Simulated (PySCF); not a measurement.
PySCF job for Mg(Br)(OH) (BrHMgO), SMILES [OH][Mg][Br], TDDFT-ωB97X/def2-SVPD. The structure is a stationary point at B3LYP-D3(BJ)/def2-TZVP. Other conformers were not sampled.

```python
import numpy as np
from pyscf import gto, scf, dft, tdscf

mol = gto.M(
    atom='''
    Mg    0.01256047    1.15994495    0.00000000
    Br   -0.00057718   -1.17368643    0.00000000
    O    -0.04107025    2.91562058    0.00000000
    H     0.19803755    3.83472088    0.00000000
    ''',
    basis='def2-SVPD',
    charge=0,
    spin=0,
    symmetry=True,
    max_memory=1600,
    verbose=4,
)
mf = dft.RKS(mol, xc='wb97x').density_fit(auxbasis='def2-universal-jkfit')
mf.grids.level = 3
mf.conv_tol = 1e-9
mf.max_cycle = 100
mf.kernel()
mf.grids = dft.Grids(mol).set(level=1).build(with_non0tab=True)  # coarser grid for the response kernel
td = tdscf.TDDFT(mf)
td.singlet = True
td.nstates = 10
td.conv_tol = 1e-4
td.kernel(x0=td.get_init_guess(mf, 15))
td.analyze()
tt = tdscf.TDA(mf)
tt.singlet = False
tt.nstates = 4
tt.conv_tol = 1e-4
tt.kernel(x0=tt.get_init_guess(mf, 9))
tt.analyze(verbose=3)
```

Program output:

```
PySCF version 2.14.0

[INPUT] verbose = 4
[INPUT] num. atoms = 4
[INPUT] num. electrons = 56
[INPUT] charge = 0
[INPUT] spin (= nelec alpha-beta = 2S) = 0
[INPUT] symmetry True subgroup None
[INPUT] Mole.unit = angstrom
[INPUT] Symbol           X                Y                Z      unit          X                Y                Z       unit  Magmom
[INPUT]  1 Mg     0.012560470000   1.159944950000   0.000000000000 AA    0.023735848296   2.191978275072   0.000000000000 Bohr   0.0
[INPUT]  2 Br    -0.000577180000  -1.173686430000   0.000000000000 AA   -0.001090712125  -2.217945908819   0.000000000000 Bohr   0.0
[INPUT]  3 O     -0.041070250000   2.915620580000   0.000000000000 AA   -0.077611524367   5.509724379346   0.000000000000 Bohr   0.0
[INPUT]  4 H      0.198037550000   3.834720880000   0.000000000000 AA    0.374236731880   7.246572227351   0.000000000000 Bohr   0.0

nuclear repulsion = 170.912868354522
point group symmetry = Cs
symmetry origin: [-3.71196203e-09 -4.38686421e-09  0.00000000e+00]
symmetry axis x: [ 1.00000000e+00 -2.42387039e-10  0.00000000e+00]
symmetry axis y: [2.42387039e-10 1.00000000e+00 0.00000000e+00]
symmetry axis z: [0. 0. 1.]
num. orbitals of irrep A' = 65
num. orbitals of irrep A" = 28
number of shells = 37
number of NR pGTOs = 165
number of NR cGTOs = 93
basis = def2-SVPD
ecp = {}


[settings echo left out]
init E= -2848.63175981472
HOMO (A") = -0.407408134264462  LUMO (A') = -0.115347802240759  gap/eV = 7.94737
cycle= 1 E= -2849.62230690122  delta_E= -0.991  |g|= 0.785  |ddm|=  2.7
HOMO (A") = -0.21640706805368  LUMO (A') = 0.0145097769755793  gap/eV = 6.28357
cycle= 2 E= -2849.57390227289  delta_E= 0.0484  |g|= 0.99  |ddm|= 1.24
HOMO (A") = -0.383151058892339  LUMO (A') = 0.00312871821713978  gap/eV = 10.51121
cycle= 3 E= -2849.75494602357  delta_E= -0.181  |g|= 0.0463  |ddm|= 0.608
HOMO (A") = -0.392055684845697  LUMO (A') = 0.00829623877078323  gap/eV = 10.89413
cycle= 4 E= -2849.75592723929  delta_E= -0.000981  |g|= 0.0166  |ddm|= 0.118
HOMO (A") = -0.388534917081883  LUMO (A') = 0.00827853259360989  gap/eV = 10.79784
cycle= 5 E= -2849.75606741267  delta_E= -0.00014  |g|= 0.00705  |ddm|= 0.0459
HOMO (A") = -0.388924313263857  LUMO (A') = 0.00841298919170441  gap/eV = 10.81210
cycle= 6 E= -2849.75608618173  delta_E= -1.88e-05  |g|= 0.00199  |ddm|= 0.0198
HOMO (A") = -0.388787094673035  LUMO (A') = 0.00838221990760157  gap/eV = 10.80753
cycle= 7 E= -2849.75608876743  delta_E= -2.59e-06  |g|= 0.000465  |ddm|= 0.00883
HOMO (A") = -0.388813458047142  LUMO (A') = 0.00833021410861168  gap/eV = 10.80683
cycle= 8 E= -2849.75608894591  delta_E= -1.78e-07  |g|= 0.000126  |ddm|= 0.00182
HOMO (A") = -0.38879986752081  LUMO (A') = 0.00833740897166724  gap/eV = 10.80666
cycle= 9 E= -2849.75608895739  delta_E= -1.15e-08  |g|= 2.41e-05  |ddm|= 0.0004
HOMO (A") = -0.3888042987458  LUMO (A') = 0.00833557117819872  gap/eV = 10.80673
cycle= 10 E= -2849.756088958  delta_E= -6.12e-10  |g|= 4.03e-06  |ddm|= 0.000144
HOMO (A") = -0.388803265451664  LUMO (A') = 0.00833564759090155  gap/eV = 10.80670
Extra cycle  E= -2849.75608895801  delta_E= -9.55e-12  |g|= 2.37e-06  |ddm|= 1.38e-05
converged SCF energy = -2849.75608895801
tot grids = 21216


******** <class 'pyscf.tdscf.rks.TDDFT'> for <class 'pyscf.df.df_jk.DFSymAdaptedRKS'> ********
nstates = 10 singlet
deg_eia_thresh = 1.000e-03
wfnsym = None
conv_tol = 0.0001
eigh lindep = 1e-12
eigh level_shift = 0
eigh max_cycle = 100


Excitation energies (eV)
[5.89590017 5.92572901 6.09288283 6.11878305 7.30131577 7.54278736
 7.54735374 7.5637745  7.71861451 7.72763858]

** Singlet excitation energies and oscillator strengths **
Excited State   1:   A"      5.89590 eV    210.29 nm  f=0.0000
      26 -> 29        0.38822
      28 -> 29       -0.55674
Excited State   2:   A'      5.92573 eV    209.23 nm  f=0.0054
      25 -> 29        0.31394
      27 -> 29       -0.60063
Excited State   3:   A"      6.09288 eV    203.49 nm  f=0.1246
      26 -> 29        0.55624
      28 -> 29        0.38826
Excited State   4:   A'      6.11878 eV    202.63 nm  f=0.1232
      25 -> 29       -0.59866
      27 -> 29       -0.31582
Excited State   5:   A'      7.30132 eV    169.81 nm  f=0.0891
      24 -> 29       -0.61695
      24 -> 36       -0.10641
      27 -> 30        0.17383
      28 -> 31        0.17118
      28 -> 34        0.10171
Excited State   6:   A"      7.54279 eV    164.37 nm  f=0.0001
      26 -> 30        0.10479
      27 -> 31       -0.18236
      27 -> 34       -0.10930
      28 -> 30       -0.55201
      28 -> 33       -0.30969
      28 -> 35        0.14186
Excited State   7:   A'      7.54735 eV    164.28 nm  f=0.0001
      27 -> 30        0.41595
      27 -> 33        0.23207
      27 -> 35       -0.10615
      28 -> 31       -0.41307
      28 -> 34       -0.25385
Excited State   8:   A"      7.56377 eV    163.92 nm  f=0.0000
      27 -> 31       -0.55355
      27 -> 34       -0.34671
      28 -> 30        0.16928
Excited State   9:   A"      7.71861 eV    160.63 nm  f=0.0000
      25 -> 31       -0.25163
      25 -> 34       -0.13385
      26 -> 30       -0.54542
      26 -> 33       -0.26173
      26 -> 35        0.13240
Excited State  10:   A'      7.72764 eV    160.44 nm  f=0.0001
      25 -> 30        0.42736
      25 -> 33        0.20518
      25 -> 35       -0.10257
      26 -> 31       -0.42854
      26 -> 34       -0.22876

** Transition electric dipole moments (AU) **
state          X           Y           Z        Dip. S.      Osc.
  1         0.0000      0.0000     -0.0014      0.0000      0.0000
  2        -0.1432     -0.1292      0.0000      0.0372      0.0054
  3         0.0000      0.0000      0.9136      0.8346      0.1246
  4        -0.8923      0.1607     -0.0000      0.8221      0.1232
  5        -0.0714     -0.7021      0.0000      0.4980      0.0891
  6        -0.0000     -0.0000      0.0253      0.0006      0.0001
  7        -0.0239      0.0052      0.0000      0.0006      0.0001
  8         0.0000      0.0000      0.0015      0.0000      0.0000
  9         0.0000      0.0000      0.0033      0.0000      0.0000
 10         0.0143      0.0221      0.0000      0.0007      0.0001

** Transition velocity dipole moments (imaginary part, AU) **
state          X           Y           Z        Dip. S.      Osc.
  1        -0.0000     -0.0000      0.0006      0.0000      0.0000
  2        -0.0303     -0.0296      0.0000      0.0018      0.0055
  3        -0.0000      0.0000      0.2059      0.0424      0.1262
  4        -0.2024      0.0380     -0.0000      0.0424      0.1257
  5        -0.0191     -0.1944     -0.0000      0.0381      0.0948
  6         0.0000     -0.0000      0.0063      0.0000      0.0001
  7        -0.0065      0.0014     -0.0000      0.0000      0.0001
  8         0.0000     -0.0000      0.0014      0.0000      0.0000
  9        -0.0000      0.0000      0.0020      0.0000      0.0000
 10         0.0035      0.0064     -0.0000      0.0001      0.0001

** Transition magnetic dipole moments (imaginary part, AU) **
state          X           Y           Z
  1        -0.8627      0.0147     -0.0000
  2         0.0000      0.0000      0.7901
  3        -0.4252      0.0159     -0.0000
  4        -0.0000     -0.0000     -0.5417
  5        -0.0000      0.0000     -0.0600
  6         0.0302     -0.0044      0.0000
  7        -0.0000      0.0000     -0.0178
  8        -0.0884      0.0007      0.0000
  9         0.0363      0.0104     -0.0000
 10        -0.0000     -0.0000      0.1092


******** <class 'pyscf.tdscf.rks.TDA'> for <class 'pyscf.df.df_jk.DFSymAdaptedRKS'> ********
nstates = 4 triplet
deg_eia_thresh = 1.000e-03
wfnsym = None
conv_tol = 0.0001
eigh lindep = 1e-12
eigh level_shift = 0
eigh max_cycle = 100


Excitation energies (eV)
[5.76594506 5.78281407 6.01210851 6.02381316]

** Triplet excitation energies and oscillator strengths **
Excited State   1:   A"      5.76595 eV    215.03 nm  f=0.0000
Excited State   2:   A'      5.78281 eV    214.40 nm  f=0.0000
Excited State   3:   A"      6.01211 eV    206.22 nm  f=0.0000
Excited State   4:   A'      6.02381 eV    205.82 nm  f=0.0000
```

The run converged.

Cost: roughly 100 core-seconds.
